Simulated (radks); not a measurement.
The numbers below are computed, except where a source is named.
Q: These are the eigenvalues of the occupied orbitals of an atom or ion with whole-number occupations (hartree). Code: a radial shooting solver on a logarithmic mesh with Libxc functionals. Model: non-relativistic Kohn-Sham, PBE, spin-unpolarised, spherical densities, point nucleus.

| orbital | eigenvalue |
|---|---|
| 1s | -264.4322 |
| 2s | -39.19346 |
| 2p | -35.16654 |
| 3s | -11.48688 |
| 3p | -10.24175 |

Which element is it, and in what charge state? The configuration may be excited.

A: Z = 26, iron, charge +10: Fe10+ in [Ne] 3s2 3p4. The list shows which subshells hold electrons but not how many an open one holds; the 1s level, -264.43 hartree, gives Z - s = 23.0 by -(Z - s)^2/2, which with screening narrows Z to a few neighbours, and the depths of the outer levels then fix element, charge and occupations together.
